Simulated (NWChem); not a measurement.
System: AlH2OF; SMILES [OH][AlH][F]

Parts of the log:

```
             Northwest Computational Chemistry Package (NWChem) 7.3.0
             --------------------------------------------------------

                             Geometry "geometry" -> ""
                             -------------------------

 Output coordinates in angstroms (scale by  1.889725989 to convert to a.u.)

  No.       Tag          Charge          X              Y              Z
 ---- ---------------- ---------- -------------- -------------- --------------
    1 Al                  13.0000    -0.48033100     0.04755000     0.00000000
    2 H                    1.0000    -2.02774300    -0.18710300     0.00000000
    3 F                    9.0000     0.56427300    -1.24757800     0.00000000
    4 O                    8.0000     0.13059900     1.62281100     0.00000000
    5 H                    1.0000     1.04905600     1.89538300     0.00000000

 Effective nuclear repulsion energy (a.u.)      99.4334569322

                              NWChem Property Module
                              ----------------------

                                 NWChem DFT Module
                                 -----------------

 Summary of "ao basis" -> "ao basis" (spherical)
 ------------------------------------------------------------------------------
       Tag                 Description            Shells   Functions and Types
 ---------------- ------------------------------  ------  ---------------------
 Al                        def2-svpd                10       24   5s3p2d
 H                         def2-svpd                 4        8   2s2p
 F                         def2-svpd                 9       23   4s3p2d
 O                         def2-svpd                 9       23   4s3p2d

            General Information
            -------------------
          SCF calculation type: DFT
          Wavefunction type:  closed shell.
          No. of atoms     :     5
          No. of electrons :    32
           Alpha electrons :    16
            Beta electrons :    16
          Charge           :     0
          Spin multiplicity:     1
          Use of symmetry is: off; symmetry adaption is: off
          Maximum number of iterations: 150
          AO basis - number of functions:    86
                     number of shells:    36
          Convergence on energy requested:  1.00D-06
          Convergence on density requested:  1.00D-05
          Convergence on gradient requested:  5.00D-04

              XC Information
              --------------
                         B3LYP Method XC Potential
                     Hartree-Fock (Exact) Exchange  0.200
                        Slater Exchange Functional  0.800 local
                    Becke 1988 Exchange Functional  0.720 non-local
              Lee-Yang-Parr Correlation Functional  0.810
                  VWN I RPA Correlation Functional  0.190 local

             Grid Information
             ----------------
          Grid used for XC integration:  medium
          Radial quadrature: Mura-Knowles
          Angular quadrature: Lebedev.
          Tag              B.-S. Rad. Rad. Pts. Rad. Cut. Ang. Pts.
          ---              ---------- --------- --------- ---------
          Al                  1.25       88          10.0       590
          H                   0.35       45          11.0       434
          F                   0.50       49          11.0       434
          O                   0.60       49          10.0       434
          Grid pruning is: on
          Number of quadrature shells:   276
          Spatial weights used:  Erf1

      Superposition of Atomic Density Guess
      -------------------------------------

 Sum of atomic energies:        -416.78173789

      Non-variational initial energy
      ------------------------------

 Total energy =    -417.102227
 1-e energy   =    -776.689398
 2-e energy   =     260.153714
 HOMO         =      -0.456981
 LUMO         =      -0.018376

   convergence    iter        energy       DeltaE   RMS-Dens  Diis-err
 ---------------- ----- ----------------- --------- --------- ---------
 d= 0,ls=0.0,diis     1   -418.5484906226 -5.18D+02  2.60D-02  9.06D-01
 d= 0,ls=0.0,diis     2   -418.3811204557  1.67D-01  1.27D-02  2.97D+00
 d= 0,ls=0.0,diis     3   -418.6515500493 -2.70D-01  9.61D-04  5.60D-03
 d= 0,ls=0.0,diis     4   -418.6519370542 -3.87D-04  4.38D-04  2.40D-03
 d= 0,ls=0.0,diis     5   -418.6521101071 -1.73D-04  1.69D-04  5.63D-04
  Resetting Diis
 d= 0,ls=0.0,diis     6   -418.6521596541 -4.95D-05  2.42D-05  1.19D-06
 d= 0,ls=0.0,diis     7   -418.6521597881 -1.34D-07  4.11D-06  3.84D-08

         Total DFT energy =     -418.652159788084
      One electron energy =     -779.442459228822
           Coulomb energy =      299.894629253101
    Exchange-Corr. energy =      -38.537786744583
 Nuclear repulsion energy =       99.433456932221

 Numeric. integr. density =       32.000003809105

                       DFT Final Molecular Orbital Analysis
                       ------------------------------------

[...]

 DFT Linear Response polarizability / au
 Frequency  =       0.0000000 / au
              X              Y              Z
 -----------------------------------------------
 X      31.0806561      1.4225304     -0.0000000
 Y       1.4225312     30.8757795      0.0000000
 Z      -0.0000000      0.0000000     26.6994373
 -----------------------------------------------
 Eigenvalues =      32.4044317     29.5520039     26.6994373
 Isotropic   =      29.5519576
 Anisotropic =       4.9406701
 -----------------------------------------------

 Magnetic Dipole Response Matrix (nonzero elements):

 Exiting AOResponse driver routine
```

Level: B3LYP/def2-SVPD. All runs use the structure optimised with PBE0/def2-SVP. B3LYP is NWChem's, with the RPA form of VWN correlation.

Problem. Reconstruct the input file.

Solution. This is not unique; one that fits is the input that was run:
```
start job
memory heap 200 mb stack 900 mb global 1100 mb
geometry units angstroms noautosym nocenter noautoz
  Al    -0.480331     0.047550     0.000000
  H     -2.027743    -0.187103     0.000000
  F      0.564273    -1.247578     0.000000
  O      0.130599     1.622811     0.000000
  H      1.049056     1.895383     0.000000
end
basis spherical
  * library def2-svpd
end
dft
  xc b3lyp
  iterations 150
end
property
  response 1 0.0
end
task dft property
```
